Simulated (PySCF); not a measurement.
BrGeH3. Atoms are numbered in the order given.

```xyz
5

Ge     0.0000     0.0000     1.1466
Br     0.0000     0.0000    -1.1852
H     -1.2686     0.7324     1.5978
H      1.2686     0.7324     1.5978
H      0.0000    -1.4648     1.5978
```

The structure is a stationary point at B3LYP-D3(BJ)/def2-TZVP.

Calculation: TDA-ωB97X/def2-SVPD in PySCF.

Vertical excitations; the highest root listed may be one member of a degenerate set. Gas-phase values at a fixed geometry. State labels are in the subgroup Cs.

| state | symmetry | energy (eV) | λ (nm) | f | main pairs |
|---|---|---|---|---|---|
| S1 | A" | 6.29 | 197 | 0.016 | HOMO→LUMO (degenerate set) |
| S2 | A' | 6.29 | 197 | 0.016 | HOMO−1→LUMO (degenerate set) |
| S3 | A" | 7.87 | 158 | 0.006 | HOMO→LUMO+1 (degenerate set) |
| S4 | A' | 7.87 | 158 | 0.006 | HOMO−1→LUMO+1 (degenerate set) |
| S5 | A' | 8.46 | 147 | 0.174 | HOMO−2→LUMO 50 %, HOMO→LUMO+3 20 %, HOMO−1→LUMO+2 20 % |
| S6 | A" | 8.48 | 146 | 0.000 | HOMO→LUMO+2 45 %, HOMO−1→LUMO+3 44 % |
| S7 | A" | 8.56 | 145 | 0.002 | HOMO−3→LUMO (degenerate set) |
| S8 | A' | 8.56 | 145 | 0.002 | HOMO−4→LUMO (degenerate set) |
| S9 | A" | 8.71 | 142 | 0.002 | HOMO−1→LUMO+3, HOMO→LUMO+2, HOMO−3→LUMO (degenerate set) |
| S10 | A' | 8.71 | 142 | 0.002 | HOMO−1→LUMO+2, HOMO→LUMO+3, HOMO−4→LUMO (degenerate set) |
| T1 | A" | 5.80 | 214 | 0 | HOMO→LUMO (degenerate set) |
| T2 | A' | 5.80 | 214 | 0 | HOMO−1→LUMO (degenerate set) |
| T3 | A' | 7.20 | 172 | 0 | HOMO−2→LUMO 86 % |
| T4 | A" | 7.72 | 161 | 0 | HOMO→LUMO+1 83 % |
Triplets are in the Tamm–Dancoff approximation.
